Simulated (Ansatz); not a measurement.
`N[SiH](N)N[SiH3]` → `N[SiH3]` + `N[Si]N`  (silylene formation by 1,1-elimination)

Program: Ansatz. Geometries: PBE0-D4/def2-TZVP. ΔE: electronic, gas phase. CCSD(T)/CBS adds triple-zeta CCSD(T) − MP2 to the extrapolated MP2 energy (def2 sets, frozen cores). This one scheme is used for every species. DFT in def2-TZVPP. B3LYP here is the variant with VWN-RPA as its local correlation; programs differ in this. Each species was taken in one conformer, which may not be the lowest.

`N[SiH](N)N[SiH3]`:

Cartesian coordinates in Å:
```
N -0.873 1.991 -0.902
Si 0.238 0.930 -0.144
N 1.323 -0.067 -1.022
N -0.719 -0.201 0.725
Si -0.232 -1.793 1.184
H -0.572 2.901 -1.212
H -1.628 1.641 -1.470
H 1.130 1.824 0.641
H 1.007 -0.767 -1.673
H 2.247 0.261 -1.251
H -1.585 0.137 1.117
H 1.070 -1.815 1.901
H -0.120 -2.712 0.017
H -1.286 -2.329 2.089
```

`N[SiH3]`:

Z-matrix (Å, degrees):
```
Si
N 1 1.720
H 1 1.486 2 107.9
H 1 1.494 2 116.0 3 -120.3
H 1 1.486 2 107.9 3 119.4
H 2 1.007 1 119.6 3 -168.6
H 2 1.007 1 119.6 3 49.2
```

`N[Si]N`:

Cartesian coordinates in Å:
```
N 1.137 0.663 0.032
Si 0.448 -0.672 -0.797
N -1.111 -0.702 -0.079
H 2.080 0.952 -0.168
H 0.707 1.241 0.739
H -1.477 -0.085 0.630
H -1.784 -1.396 -0.358
```

| level | ΔE (kcal/mol) |
| --- | --- |
| B3LYP-D4 | 46.5 |
| ωB97M-V | 47.1 |
| PBE | 41.6 |
| MP2/def2-TZVPP | 51.4 |

Task: What does CCSD(T)/CBS give? (Estimate.)

Result: Computed: +48.9 kcal/mol. The listed levels differ from it by -2.4, -1.8, -7.3, 2.5 kcal/mol.

Largest T1 diagnostic among the species: 0.013.

In def2-TZVPP, CCSD(T) changes the Hartree–Fock value by +1.0 kcal/mol (the triples alone add +0.2 kcal/mol) and MP2 by +4.3 kcal/mol. From PBE to PBE0 (25 % exact exchange), in def2-TZVPP and without D4, ΔE moves by +4.6 kcal/mol. The D4 term adds +5.0 kcal/mol with B3LYP and +2.8 kcal/mol with PBE0; it sums over pairs of atoms, weighted by their polarisabilities, and B3LYP, whose exchange is more repulsive, gets the larger term.
